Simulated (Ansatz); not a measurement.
Species: C$_{2}$H$_{10}$Si$_{2}$, SMILES `C([SiH3])C[SiH3]` (Si–C–C–Si torsion 180°) (charge 0, multiplicity 1), formula C$_{2}$H$_{10}$Si$_{2}$.

Q: How many basis functions does frozen-core CCSD(T)/cc-pVTZ // TPSSh-D3(BJ)/def2-TZVP (Ansatz, an electronic-structure program) use, how many core orbitals are frozen, and how many electrons are correlated?

A: 268 basis functions and 12 frozen orbitals, which leaves 26 correlated electrons. Core time is of the order of minutes.
